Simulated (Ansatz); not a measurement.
Two shapes of singlet CuNH3(+).

Shape 1:

```xyz
5

N     0.0159    0.0010   -1.3687
H     0.9606    0.0254   -1.7719
H    -0.4543    0.7736   -1.7992
H    -0.4830   -0.7785   -1.7837
Cu    0.0276    0.0350    0.5518
```

Shape 2:

```xyz
5

N     0.0000    0.0000   -1.5294
H     1.0205    0.0000   -1.9570
H    -0.5103    0.8838   -1.9570
H    -0.5103   -0.8838   -1.9570
Cu    0.0000    0.0000    0.5716
```

Basis set: 6-31G* (spherical functions). Correlated methods keep 6 orbitals frozen. Charge 1, multiplicity 1.

Computed with Ansatz (development build ahead of 0.2.0); each method stands on the lowest determinant of its kind that the runs found.

(1) Which shape is lower in energy, and by how much in each method?

Answers

(1)

```json
{"method": "RHF", "E(2) − E(1) (eV)": "0.630"}
{"method": "RHF-MP2", "E(2) − E(1) (eV)": "0.665"}
```

Shape 1 is lower.
